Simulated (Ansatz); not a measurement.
A nudged elastic band was laid between two geometries of F$_{2}$H$_{5}$NO$_{2}$Zr (11 atoms, charge 0, multiplicity 1).

These are results of RKS PBE-D4/def2-SVP (Ansatz), not measurements.

```yaml
movable_images: 5
climbing_image: yes
spring: 5.0 eV/Å²
optimiser: quadratic models (default)
start_path: through a guess of the saddle point
force_threshold: 0.05 eV/Å
iteration_limit: 60
end_points: relaxed
```

First end point:

```xyz
11
Properties=species:S:1:pos:R:3
Zr 0.078 -0.117 0.138
N -0.016 -0.029 2.238
H -0.896 0.179 2.726
H 0.742 0.357 2.819
F 1.755 0.441 -0.628
O -1.158 1.261 -0.398
H -1.840 1.858 -0.731
F -0.872 -1.666 -0.567
O 1.300 -2.010 1.043
H 0.798 -2.782 0.714
H 0.821 -1.727 1.876
```

Last end point:

```xyz
11
Properties=species:S:1:pos:R:3
Zr 0.260 -0.406 -0.063
N 0.390 0.074 2.349
H -0.350 0.702 2.687
H 1.291 0.489 2.623
F 1.920 0.612 0.005
O -1.394 0.635 -0.005
H -2.296 0.762 -0.329
F 0.285 -0.996 -1.909
O 0.211 -2.220 0.737
H 0.098 -3.071 0.282
H 0.294 -0.819 2.852
```

Which bonds break or form, and what moves?

Bonds broken: O9–H11. Bonds formed: N2–H11.

What energy profile does the band end with?

It converged. The highest image is number 1 of 0 to 6, 1.7 kcal/mol above the first end and 22.9 kcal/mol above the last; the last end lies 21.2 kcal/mol below the first. A vibrational analysis at the climbing image gives one clearly imaginary mode, 481i cm⁻¹: a first-order saddle point. The orbitals stay closed-shell, which can raise the energy where a bond breaks towards radicals; this wasn't checked here.

```json
{"image": "0", "path coordinate (Å)": "0.00", "energy (kcal/mol)": "0.0", "O9–H11 (Å)": "1.00", "N2–H11 (Å)": "1.93"}
{"image": "1", "path coordinate (Å)": "0.88", "energy (kcal/mol)": "1.7", "O9–H11 (Å)": "1.14", "N2–H11 (Å)": "1.42"}
{"image": "2", "path coordinate (Å)": "1.83", "energy (kcal/mol)": "-12.4", "O9–H11 (Å)": "1.81", "N2–H11 (Å)": "1.04"}
{"image": "3", "path coordinate (Å)": "2.77", "energy (kcal/mol)": "-17.1", "O9–H11 (Å)": "2.11", "N2–H11 (Å)": "1.03"}
{"image": "4", "path coordinate (Å)": "3.72", "energy (kcal/mol)": "-20.5", "O9–H11 (Å)": "2.42", "N2–H11 (Å)": "1.03"}
{"image": "5", "path coordinate (Å)": "4.66", "energy (kcal/mol)": "-21.2", "O9–H11 (Å)": "2.86", "N2–H11 (Å)": "1.03"}
{"image": "6", "path coordinate (Å)": "5.61", "energy (kcal/mol)": "-21.2", "O9–H11 (Å)": "2.54", "N2–H11 (Å)": "1.03"}
```

What is the geometry of the highest image?


```xyz
11
Properties=species:S:1:pos:R:3:forces:R:3
Zr 0.152 -0.224 0.003 0.00 0.00 0.00
N 0.046 -0.142 2.217 0.00 0.00 0.00
H -0.880 -0.130 2.665 0.00 0.00 0.00
H 0.617 0.555 2.715 0.00 0.00 0.00
F 1.798 0.419 -0.751 0.00 0.00 0.00
O -1.067 1.239 -0.311 0.00 0.00 0.00
H -1.789 1.877 -0.376 0.00 0.00 0.00
F -0.815 -1.607 -0.940 0.00 0.00 0.00
O 1.140 -1.960 1.076 0.01 -0.01 -0.01
H 0.827 -2.879 0.992 0.00 0.00 0.00
H 0.680 -1.382 1.939 0.00 0.01 0.01
```

What are the harmonic wavenumbers there?

481i, 65, 128, 140, 166, 185, 193, 245, 321, 364, 374, 398, 536, 538, 594, 624, 666, 674, 707, 880, 1408, 1483, 1823, 3421, 3508, 3750, 3867 cm⁻¹.

The run took 3.3 min on 4 threads of Arm Neoverse V1 (shared host), peak memory 0.19 GiB.
